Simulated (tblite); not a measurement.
Species: C₅H₉BrF₂Si.
Atom-mapped SMILES: `[F:1][C@@H:2]1[CH2:3][CH2:4][CH2:5][C@@H:6]([F:7])[SiH:8]1[Br:9]` (hydrogens: H10 on C2; H11, H12 on C3; H13, H14 on C4; H15, H16 on C5; H17 on C6; H18 on Si8)

Computed with GFN2-xTB (tblite), gas phase: L-BFGS steps from a force-field or distance-geometry start until the largest atomic force falls under 0.01 eV/Å.

Geometry at step 17:
```
atom  x, y, z in Å
F1     -1.3387   -1.3944   -1.4301
C2     -0.7267   -1.4477   -0.1813
C3     -1.3346   -0.3659    0.7042
C4     -1.0143    1.0395    0.1944
C5      0.4632    1.4099    0.3019
C6      1.2771    0.6672   -0.7514
F7      2.5943    1.0938   -0.7033
Si8     1.1543   -1.2187   -0.4536
Br9     2.1054   -1.7338    1.4936
H10    -0.9816   -2.4334    0.2169
H11    -0.9752   -0.4958    1.7282
H12    -2.4200   -0.4981    0.7057
H13    -1.5957    1.7584    0.7724
H14    -1.3333    1.1093   -0.8504
H15     0.8473    1.1737    1.3000
H16     0.5905    2.4840    0.1456
H17     0.9260    0.9454   -1.7521
H18     1.7533   -2.0870   -1.4523
```

Question: Give the atomic forces at this geometry.

Answer: 
| atom | Fx (eV/Å) | Fy (eV/Å) | Fz (eV/Å) |
| --- | --- | --- | --- |
| F1 | -0.001 | -0.012 | -0.064 |
| C2 | -0.039 | -0.029 | -0.003 |
| C3 | -0.008 | 0.050 | -0.016 |
| C4 | -0.034 | 0.044 | 0.039 |
| C5 | -0.041 | 0.017 | -0.010 |
| C6 | 0.057 | -0.014 | 0.013 |
| F7 | 0.127 | -0.010 | -0.007 |
| Si8 | 0.108 | -0.075 | 0.143 |
| Br9 | -0.061 | 0.038 | -0.086 |
| H10 | 0.013 | -0.112 | 0.033 |
| H11 | 0.019 | -0.009 | -0.051 |
| H12 | 0.013 | -0.004 | 0.035 |
| H13 | -0.040 | 0.015 | 0.002 |
| H14 | 0.001 | 0.055 | 0.060 |
| H15 | -0.031 | 0.032 | -0.038 |
| H16 | -0.015 | 0.002 | 0.013 |
| H17 | -0.023 | -0.042 | -0.024 |
| H18 | -0.044 | 0.053 | -0.038 |

The largest, 0.19 eV/Å, acts on Si8; the rms over all components is 0.048 eV/Å. The forces sum to zero within rounding, as they must for an isolated molecule in no field.

Question: Give the force on Si8 in Eh/bohr and in nN.

Answer: 0.194 eV/Å ÷ 51.422 = 0.00378 Eh/bohr, and 0.194 eV/Å × 1.602 = 0.31 nN.

Question: How far is this geometry from the end of the optimisation?

Answer: 0.010 eV above it, and 0.035 Å rms away after alignment. The bonds farthest from their final lengths, with half the difference of the two atoms' forces along the bond (positive lengthens):

| bond | now (Å) | final (Å) | force along bond (eV/Å) |
| --- | --- | --- | --- |
| Si8–Br9 | 2.227 | 2.216 | -0.15 |
| C2–H10 | 1.093 | 1.097 | +0.04 |
| C6–F7 | 1.385 | 1.388 | +0.03 |
| C5–C6 | 1.524 | 1.527 | +0.03 |
| C2–C3 | 1.524 | 1.526 | +0.02 |
| C4–H14 | 1.095 | 1.093 | -0.01 |

The angle farthest from its final value is C6–Si8–H18, 117.1° against 115.1°.

The cost below is that of the whole relaxation. The run took 0.76 s on an Arm Neoverse N1 with one thread, shared host with 64 logical CPUs at a one-minute load of 60.
